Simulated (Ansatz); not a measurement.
Job for Ansatz (an electronic-structure program): U-B3LYP/cc-pVTZ on BeH2Se (SMILES [BeH][SeH]), a point of a bond scan (R = 2.949 Å).

Ansatz 0.2 input:
```yaml
crystal:
  periodic: [false, false, false]
  atoms:
    - {symbol: Be, position_ang: [-0.68973544, -0.76066788, -1.41803736]}
    - {symbol: H, position_ang: [-1.20927000, -1.34114003, -2.49064135]}
    - {symbol: Se, position_ang: [0.09181580, 0.16025393, 0.22400564]}
    - {symbol: H, position_ang: [1.60113298, -2.28989777, 0.86919256]}
basis:
  gaussian:
    orbitals: cc-pVTZ
hamiltonian:
  xc: {name: B3LYP}
magnetization: {spin_polarized: true, initial_magnetization: 0}
```

Q: Give the final energy of this run.

A: -2417.4935 hartree. Its determinant has ⟨S²⟩ = 0.81, a mixture of spin states.

Q: How many basis functions does it have, and what does it roughly cost on one machine?

A: 101 functions; very roughly 12 core-seconds.
